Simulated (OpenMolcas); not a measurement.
An atom or ion with 30 electrons was computed by SS-CASPT2, IPEA 0.25 Eh, imaginary shift 0.1 Eh with spin-orbit coupling (OpenMolcas, ANO-RCC-VTZP, DKH2). The lowest levels that the run gave, each within 12 % of the measured value where one is at hand:

```json
{"J": "0", "Parity": "even", "E (cm⁻¹)": "0.0", "g": ""}
{"J": "0", "Parity": "odd", "E (cm⁻¹)": "87121", "g": ""}
{"J": "1", "Parity": "odd", "E (cm⁻¹)": "88569", "g": "1.500"}
{"J": "2", "Parity": "odd", "E (cm⁻¹)": "91740", "g": "1.501"}
{"J": "1", "Parity": "odd", "E (cm⁻¹)": "134220", "g": "1.001"}
{"J": "0", "Parity": "even", "E (cm⁻¹)": "210278", "g": ""}
{"J": "1", "Parity": "even", "E (cm⁻¹)": "212225", "g": "1.501"}
{"J": "2", "Parity": "even", "E (cm⁻¹)": "213870", "g": "1.354"}
{"J": "2", "Parity": "even", "E (cm⁻¹)": "218496", "g": "1.147"}
{"J": "0", "Parity": "even", "E (cm⁻¹)": "248907", "g": ""}
```

**Question.** Which ion is it, and what are the configurations and terms?

**Answer.** Se V (Z = 34, charge +4; active space 2 electrons in 4 orbitals (4s 4p)). J, parity and g give the terms where levels are pure, and mixed ones are named by the computed weights; the size of the splittings, set against known spectra of the 30-electron sequence, gives the charge. In order, with the measured energies in cm⁻¹ (the list in Rauch et al., Astron. Astrophys. 606, A105 (2017)): 4s² ¹S₀, 4s 4p ³P°₀ (89749), 4s 4p ³P°₁ (91350), 4s 4p ³P°₂ (94960), 4s 4p ¹P°₁ (131733), 4p² ³P₀ (211794), 4p² ³P₁ (214091), 4p² ³P₂ [71 %] (218615), 4p² ¹D₂ [71 %] (213203), 4p² ¹S₀ (248787).

Over all roots computed the reference weight is 0.94 to 0.99; the roots of lowest weight are the least certain, and an intruder state may touch them. Some levels mix across a computed gap that differs much from the measured one, so their mixing is not that of the real levels. The ¹D term of p² mixes with s d, which this space lacks. Computed and measured levels are paired by configuration, term and J; levels that our copy of the source lacks, or whose pairing is in doubt (as where it misses far off the trend of its configuration), stay unpaired and out of the deviations. Levels of configurations outside the active space are missing.

A share in square brackets marks a mixed level and gives the weight of the term that names it. ° marks odd parity.
